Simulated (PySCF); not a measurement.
Compound: C₄H₁₁NSSi (charge -1 and doublet state).
Z-matrix (Å and degrees, GFN2-xTB geometry), rows numbered from 1:
```
C 
Si  1  1.9110
C   2  1.9374  1  100.45
C   2  1.9046  1  116.17  3  -109.68
C   4  1.4889  2  105.47  1   -70.26
N   5  1.4244  4  117.63  2  -162.96
S   5  1.7251  4  113.00  2   -13.22
H   1  1.0871  2  110.85  3    61.06
H   1  1.0828  2  111.77  3  -178.24
H   1  1.0870  2  109.97  3   -57.89
H   2  1.4740  1  114.10  3   105.44
H   3  1.0868  2  111.95  1   171.73
H   3  1.0867  2  110.33  1    52.40
H   3  1.0868  2  112.50  1   -67.36
H   4  1.0997  2  113.21  1    52.15
H   4  1.1065  2  109.80  1   169.49
H   6  1.0157  5  108.57  4   168.62
H   6  1.0278  5  112.17  4    49.64
```

The hyperfine couplings belong to this conformer and change with its torsions.

Identity: `C[SiH](C)C[C](N)[S-]` [radical] (charge -1).

The calculation used PySCF, UKS B3LYP, pcH-1 on C H N S Si, non-relativistic, mean-field spin-orbit, GIAO. Whether the extra electron is bound in the gas phase wasn't checked; a finite basis holds it in any case. The geometry wasn't refined by DFT: couplings that depend on bond lengths, twists or pyramidal angles can differ widely from those at the functional's own minimum, by a factor of two or more for some ions and for spin on atoms past the first row. No stability test was run, so a lower SCF solution isn't excluded.

(1) What is the g tensor, term by term?

(2) Average each term over the three axes. Which is largest in size?

(3) At 9.339 GHz, how far is the centre of the isotropic spectrum from where a free electron (g = 2.002319) resonates?

(4) In a frozen sample, at which fields do the three g values resonate at 9.5, 34, 94 and 263 GHz (hyperfine left aside), and which band first spreads them over more than twice a line width of 0.5 mT?

## Answers

(1) 
```tsv
Δg (ppt)	1	2	3
relativistic mass correction	-0.17	-0.17	-0.17
gauge correction	0.01	0.02	0.04
orbital Zeeman/spin–orbit	-0.56	3.67	6.19
total	-0.72	3.52	6.05
```

So g = 2.00160, 2.00584, 2.00837 and g_iso = 2.00527; the tensor is rhombic: the two nearest values differ by 37 % of g3 − g1. Axes: g3 points within 12° of the C5–N6 bond.

(2) The orbital-Zeeman/spin–orbit term 3.10, the mass correction -0.17 and the gauge correction 0.02 ppt, for a total of 2.95 ppt. The orbital-Zeeman/spin–orbit term is the largest in size. The mass correction is the same along every axis, so the anisotropy comes from the other two: their spans along these axes are 0.03 (gauge) and 6.75 ppt (orbital Zeeman/spin–orbit).

(3) B = hν/(g μB) with μB/h = 13.99624 MHz/mT gives 333.24 mT for the free electron and 332.75 mT at g_iso, 0.49 mT lower.

(4) 
| band | GHz | B(g3) mT | B(g2) mT | B(g1) mT | spread mT |
| --- | --- | --- | --- | --- | --- |
| X | 9.5 | 337.96 | 338.39 | 339.11 | 1.14 |
| Q | 34.0 | 1209.55 | 1211.08 | 1213.64 | 4.09 |
| W | 94.0 | 3344.05 | 3348.27 | 3355.36 | 11.32 |
| J | 263.0 | 9356.22 | 9368.04 | 9387.88 | 31.66 |

The spread grows in proportion to the frequency. X band is the first where it exceeds 1.0 mT.

The largest Mulliken spin populations are on C5 (+0.65), S7 (+0.22), H18 (+0.08) and H16 (+0.07). The angles at C5 add up to 352.2°, so it is slightly pyramidal.

The HOMO–LUMO gaps are 3.37 eV among the α and 4.72 eV among the β orbitals.

Time: 2.3 min wall (with the writing of density and orbital grids); peak memory 1.1 GiB. Hardware: Arm Neoverse V1, one thread, on a shared host.
